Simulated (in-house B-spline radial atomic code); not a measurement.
# Cr⁸⁺: [Ne] 3s2 3p4

All numbers are computed (Dirac-Kohn-Sham HSE06, spherical fractional occupations; Fermi nucleus of rms radius 3.6452 fm) with a radial B-spline atomic code at the basis-set limit, not measured.

Effective charges: Z_r = [3n² - l(l+1)]/(2<r>) from the radius, Z_e = n√(-2ε) from the energy, and Slater's rules. Values are occupation-weighted means over j.

```csv
shell,electrons,ε (eV),<r> (bohr),Z_r,Z_e,Slater
1s,2,-6104.7,0.06354,23.61,21.18,23.70
2s,2,-863.35,0.2913,20.59,15.93,19.85
2p,6,-754.03,0.2585,19.34,14.89,19.85
3s,2,-234.11,0.8158,16.55,12.44,13.45
3p,4,-200.58,0.8325,15.02,11.52,13.45
```

The least bound orbital is 3p3/2 at -200.1 eV, and it is also the most diffuse (<r> = 0.8342 bohr).

Spin-orbit splittings of the orbital energies (j = l + 1/2 above j = l - 1/2 when positive): 2p 8.732 eV, 3p 1.397 eV.

For the 1s electron the small component carries 0.742 % of the norm, the zero-frequency Breit interaction raises the level by 6.479 eV, self-energy by 3.135 eV, and vacuum polarisation lowers it by 0.2555 eV.

The density falls to 0.001 bohr⁻³ at 2.028 bohr; Σ<r²> = 5.4179 bohr² gives, by the non-relativistic formula and without the paramagnetism of open shells, a Langevin diamagnetic susceptibility of -4.291×10⁻⁶ cm³/mol.

Caution: exact exchange at fractional occupations of open shells leaves self-interaction of up to several eV.
